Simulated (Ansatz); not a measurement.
Reaction (ligand exchange at the Si–N bond): `CN(C)[SiH](N)F` + PH₃ → `N[SiH](F)P` + dimethylamine

Calculated with Ansatz (gas phase, PBE0-D4/def2-TZVP geometries, no zero-point term in ΔE). CCSD(T)/CBS adds triple-zeta CCSD(T) − MP2 to the extrapolated MP2 energy (def2 sets, frozen cores). This one scheme is used for every species. DFT in def2-TZVPP. One conformer a species, not always the lowest.

Is it downhill or uphill in electronic energy at CCSD(T)/CBS, and by how much? (Estimate.)

The calculation gave: Uphill: ΔE = +54.5 kJ/mol.

What do these levels give: ωB97X-V, B2PLYP, MP2/def2-TZVPP, CCSD(T)/def2-TZVPP, SCS-MP2/def2-QZVPP, MP2/CBS(def2)? (Estimate.)

Ansatz gave: ωB97X-V 52.7, B2PLYP 53.9, MP2/def2-TZVPP 60.0, CCSD(T)/def2-TZVPP 58.5, SCS-MP2/def2-QZVPP 58.7, MP2/CBS(def2) 56.1 kJ/mol.

Largest T1 diagnostic among the species: 0.013.

From PBE to PBE0 (25 % exact exchange), in def2-TZVPP and without D4, ΔE moves by +4.9 kJ/mol. The D4 term adds +6.4 kJ/mol with B3LYP and +3.9 kJ/mol with PBE0; it sums over pairs of atoms, weighted by their polarisabilities, and B3LYP, whose exchange is more repulsive, gets the larger term.

B3LYP here is the variant with VWN-RPA as its local correlation; programs differ in this.
